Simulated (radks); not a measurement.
Values are calculated unless marked as measured or tabulated.
The iridium ion Ir34+, 43 electrons, occupied as [Kr] 4d7.

Code: a radial shooting solver on a logarithmic mesh with Libxc functionals. Model: Dirac Kohn-Sham, BLYP, spin-unpolarised, spherical densities, finite nucleus; open shells fill j = l - 1/2 first; Fermi nuclear charge, rms radius 5.4032 fm.

Energy parts (eV):
part                       energy
total                  -468607.08
kinetic                 536274.43
electron-nucleus      -1115023.34
Hartree                 118176.98
exchange-correlation     -8035.16

Orbitals (lengths in bohr, moments of r in powers of bohr; r(max) is where P^2 peaks):
| orbital | occ. | eigenvalue (eV) | r(max) | <r> |
|---|---|---|---|---|
| 1s1/2 | 2 | -77344.43 | 0.01082 | 0.01744 |
| 2s1/2 | 2 | -14645.67 | 0.06252 | 0.07298 |
| 2p1/2 | 2 | -14089.50 | 0.04621 | 0.06018 |
| 2p3/2 | 4 | -12462.40 | 0.05337 | 0.06849 |
| 3s1/2 | 2 | -4453.595 | 0.1755 | 0.1888 |
| 3p1/2 | 2 | -4206.514 | 0.1640 | 0.1789 |
| 3p3/2 | 4 | -3844.966 | 0.1784 | 0.1937 |
| 3d3/2 | 4 | -3434.500 | 0.1393 | 0.1689 |
| 3d5/2 | 6 | -3356.307 | 0.1432 | 0.1735 |
| 4s1/2 | 2 | -1873.893 | 0.3821 | 0.3929 |
| 4p1/2 | 2 | -1767.596 | 0.3784 | 0.3908 |
| 4p3/2 | 4 | -1661.333 | 0.4030 | 0.4147 |
| 4d3/2 | 4 | -1488.552 | 0.3885 | 0.4065 |
| 4d5/2 | 3 | -1466.369 | 0.3954 | 0.4133 |
| 5s1/2 | 0 | -1019.720 | 0.7110 | 0.7031 |
| 5p1/2 | 0 | -971.2787 | 0.7200 | 0.7122 |
| 5p3/2 | 0 | -930.2893 | 0.7569 | 0.7458 |

The highest occupied level is 4d5/2 at -1466.4 eV. The electron density at the nucleus is 1.822e+06 e/bohr^3. For comparison, the ionisation energy in NIST's Atomic Spectra Database is 1493 eV (theoretical). In exact Kohn-Sham theory the highest level is minus the ionisation energy, but local and semilocal functionals leave it too shallow, through self-interaction and a potential that decays too fast; potentials with the right tail come closer. The density falls to 0.001 e/bohr^3 at r = 1.12 bohr. Summed over all electrons, <r^2> = 3.535 bohr^2, which gives a Langevin (diamagnetic) susceptibility term of -2.8 x 10^-6 cm^3/mol.

Beside tabulated values, note that spin-unpolarised runs miss the spin-polarisation part of the exchange energy of open shells.
